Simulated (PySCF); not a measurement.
SMILES OCC[O], doublet, PBE0/def2-SVP optimised geometry.

```
9

O      0.34     1.47     1.03
C     -0.24     0.82     0.00
C      0.25    -0.66     0.00
O     -0.17    -1.40     1.09
H     -1.35     0.79     0.06
H      0.07     1.22    -0.99
H      1.35    -0.66     0.00
H     -0.09    -1.08    -0.97
H     -1.13    -1.47     1.08
```

Density from unrestricted PBE0/def2-TZVP in PySCF at that geometry.

Minimum of the electron density along straight lines between bonded atoms, close to the bond critical point (lines longer than 1.1 times the sum of covalent radii, or with two minima, are not listed):

```tsv
bond	length / Å	ρ at the minimum / e bohr⁻³	∇²ρ there / e bohr⁻⁵	position (fraction from the first atom)
O1–C2	1.340	0.314	-0.58	0.66
C2–C3	1.561	?	?	0.51
C3–O4	1.383	0.282	?	0.35
C2–H5	1.115	0.269	-0.91	0.64
C2–H6	1.113	0.271	-0.92	0.65
C3–H7	1.100	0.284	-1.01	0.65
C3–H8	1.108	0.275	-0.95	0.65
O4–H9	0.963	0.362	-2.45	0.80
```

Fill in the missing entries.


- C2–C3, ρ at the minimum / e bohr⁻³: 0.227
- C2–C3, ∇²ρ there / e bohr⁻⁵: -0.52
- C3–O4, ∇²ρ there / e bohr⁻⁵: -0.63
